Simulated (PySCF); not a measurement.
## ¹⁹F chemical shifts

PySCF 2.14 calculation with σ from GIAO-PBE0/pcSseg-1 and structure optimised with GFN2-xTB; equivalent nuclei averaged, no solvent model, relativity neglected, one computed conformer.

Shieldings were converted by a linear fit to measured shifts: ¹⁹F: δ = 146.13 − 0.903σ +14.6 on sp3 carbon (rms 6.0 ppm, 223 shifts, 7.0 ppm with the 5 outliers that the fit left out vs CFCl3, solution or neat liquid). Occasional misses reach two or three times the rms, and more in compound classes unlike the fitted ones.

**Question.** Give the ¹⁹F shifts of `CC(F)(F)[Si@H](S)C[SiH3]`, `C=C(/C=C(/F)Cl)CF`, `C#CCC(F)(F)CCl`.

**Answer.** 
```csv
compound,environment,δ (ppm)
[CH3:1][C:2]([F:3])([F:4])[Si@H:5]([SH:6])[CH2:7][SiH3:8],F4: fluorine of a CF2 group,-111.3
[CH3:1][C:2]([F:3])([F:4])[Si@H:5]([SH:6])[CH2:7][SiH3:8],F3: fluorine of a CF2 group,-112.8
[CH2:1]=[C:2](/[CH:3]=[C:4](/[F:5])[Cl:6])[CH2:7][F:8],F5: vinylic fluorine,-67.5
[CH2:1]=[C:2](/[CH:3]=[C:4](/[F:5])[Cl:6])[CH2:7][F:8],F8: fluorine on an sp3 carbon,-228.4
C#CCC(F)(F)CCl,fluorine of a CF2 group (×2),-100.5
```

**Question.** Order these by ¹⁹F shift, lowest first.
A. C=CN([SiH3])[C@H](C)C(F)(F)F
B. FC(F)C(Cl)(Cl)Cl
C. FC(F)(F)[SiH2]C(Cl)(Cl)Cl
D. C#CCC(F)(F)CCl

**Answer.** B (-115.3 ppm, fluorine of a CF2 group), D (-100.5 ppm, fluorine of a CF2 group), A (-72.1 ppm, fluorine of a CF3 group), C (-56.2 ppm, fluorine of a CF3 group).
